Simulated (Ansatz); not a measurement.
Cu3O4, relaxed as a doublet with UKS PBE-D4/def2-SVP in Ansatz, starting from the GFN1-xTB geometry. Force threshold 0.02 eV/Å.

The structure holds 1 bond(s) between oxygen atoms. The charge 0 doublet is spin-contaminated (final ⟨S²⟩ up to 1.40, 0.75 for a pure state). The relaxation made no stability test and no search for a lower SCF solution. No other spin state of charge 0 was run. The structure comes from a short search, and lower isomers may exist.

Start:

```xyz
7

Cu   -1.270    1.490    0.393
Cu    0.473   -1.424   -0.130
Cu    1.484    0.591   -0.443
O    -1.222   -1.353    0.360
O    -1.946   -0.185    0.566
O     2.089   -1.017   -0.622
O     0.392    1.899   -0.125
```

```json
{"step": "1", "energy (eV)": "-142054.6422", "largest force component (eV/Å)": "2.645", "SCF passes": "124"}
{"step": "2", "energy (eV)": "-142055.0751", "largest force component (eV/Å)": "1.646", "SCF passes": "53"}
{"step": "3", "energy (eV)": "-142055.4090", "largest force component (eV/Å)": "0.547", "SCF passes": "52"}
{"step": "4", "energy (eV)": "-142055.5660", "largest force component (eV/Å)": "0.697", "SCF passes": "60"}
{"step": "5", "energy (eV)": "-142055.6596", "largest force component (eV/Å)": "0.270", "SCF passes": "47"}
{"step": "6", "energy (eV)": "-142055.6627", "largest force component (eV/Å)": "0.538", "SCF passes": "35"}
{"step": "7", "energy (eV)": "-142055.6895", "largest force component (eV/Å)": "0.176", "SCF passes": "38"}
{"step": "8", "energy (eV)": "-142055.6911", "largest force component (eV/Å)": "0.051", "SCF passes": "37"}
{"step": "9", "energy (eV)": "-142055.6915", "largest force component (eV/Å)": "0.004", "SCF passes": "36"}
```

Force components are those of the run's own axes.

End:

```tsv
atom	x (Å)	y (Å)	z (Å)
Cu1	-0.802	1.016	0.236
Cu2	0.282	-1.283	-0.081
Cu3	1.645	0.843	-0.489
O4	-1.506	-1.523	0.448
O5	-2.077	-0.312	0.613
O6	1.957	-0.913	-0.578
O7	0.503	2.172	-0.150
```

Bonds formed: Cu1–Cu2 (atoms count from 1). The end is the same structure that another start reached.

No frequencies were taken in this run, so the end may be a saddle point.

Hardware: 4 threads of Arm Neoverse V1 on a shared host. Wall time 41 s.
